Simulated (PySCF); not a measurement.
# Polarisability and C₆ of Lu²⁺ (lutetium, charge +2)

[Xe] 4f14 6s1, 2S determinant. All numbers are calculated (PySCF 2.14, scalar relativity by spin-free X2C-1e, in ANO-RCC-VTZP). Coupled (time-dependent) response in atomic units; α is the mean over directions. The basis has no added diffuse functions, which lowers α and C₆.

```tsv
method	mean α (bohr³)	C₆ (like pair)	S(−4)
B3LYP	31.10	188.7	672.2
```

S(−4) is the Cauchy moment in α(ω) = α(0) + S(−4) ω² + …

α(iu) at B3LYP:

```tsv
u (hartree)	α(iu) (bohr³)
0	31.10
0.0500	29.52
0.100	25.72
0.200	17.62
0.300	12.32
0.500	7.375
0.750	4.956
1.00	3.766
1.50	2.516
2.00	1.844
3.00	1.153
5.00	0.6154
```

A single London oscillator, α(iu) = α/(1 + u²/ω²), gives C₆ = (3/4) ω α². Matching the computed C₆ needs ω = 4 × 188.7 / (3 × 31.10²) = 0.260 hartree.

For an ion, C₆ is the dispersion term alone; charge-induced terms of lower order in 1/R come first.

Spin-orbit coupling, which splits the p, d and f shells strongly at this Z, is absent.
